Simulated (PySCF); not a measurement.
Excitations are Tamm–Dancoff values on a coarser integration grid. The basis has no diffuse functions, so Rydberg states are missing or too high.

## HAlBr2O, SMILES `[OH][Al]([Br])[Br]` (H–O–Al–Br torsion 180°) (charge 0, multiplicity 1)

The numbers are results of PBE-D3(BJ)/def2-TZVP // PBE0-D4/def2-TZVP in PySCF, not measurements.

The HOMO is -7.33 eV. The dipole moment is 1.49 D and the HOMO–LUMO gap is 5.34 eV. The LUMO comes out as -2.00 eV and the S1 excitation (TDA) comes out as 5.46 eV. The S1 oscillator strength comes out as 0.010 and the T1 excitation (TDA) is 5.22 eV. The S1–T1 gap (TDA) comes out as 0.24 eV and the total energy is -5465.8211 Ha. The cost comes out as very roughly 70 core-seconds.

```xyz
5

O     -1.0223    -0.8913    -0.0044
Al     0.3577     0.0645     0.0022
Br     2.3435    -0.9454     0.0229
Br     0.2282     2.3002    -0.0089
H     -1.9071    -0.5280    -0.0119
```
Charge 0, spin multiplicity 1.
